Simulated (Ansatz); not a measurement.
`[OH][Mo]([Cl])([Cl])([Cl])([Cl])[Cl]`. The species carries charge 0 and has multiplicity 1. Mo takes the def2 core potential.

```xyz
8

O     0.8492    0.1964   -1.3300
Mo    0.0260    0.0170    0.2969
Cl   -0.5702    2.2227    0.3695
Cl    0.6674   -2.1670    0.5101
Cl   -1.4888   -0.3580    1.9439
Cl    1.8514    0.5706    1.5237
Cl   -1.7730   -0.5348   -1.1219
H     0.4379    0.0530   -2.1923
```

Task: What are the harmonic wavenumbers in cm⁻¹ at PBE0-D4/def2-TZVP (Ansatz, finite differences of forces, unscaled)? (Estimate.)

Result: Computed: 69, 85, 89, 165, 168, 179, 205, 223, 256, 314, 333, 376, 390, 404, 470, 649, 756, 3800.

Task: Is this a minimum?

Result: Yes, all 18 modes are real.

Task: Give the ideal-gas thermochemistry at 298.15 K and 1 bar (rigid rotor, harmonic oscillator; point group Cs, symmetry number 1).

Result: Zero-point energy 53.4 kJ/mol; H(298) − E = 84.1 kJ/mol; entropy 441.0 J/(mol·K), of which translation 179.6, rotation 129.3, vibration 132.1; G(298) − E = -47.4 kJ/mol. Modes under 100 cm⁻¹ are hindered rotations or soft bends, so the harmonic entropy is rough.
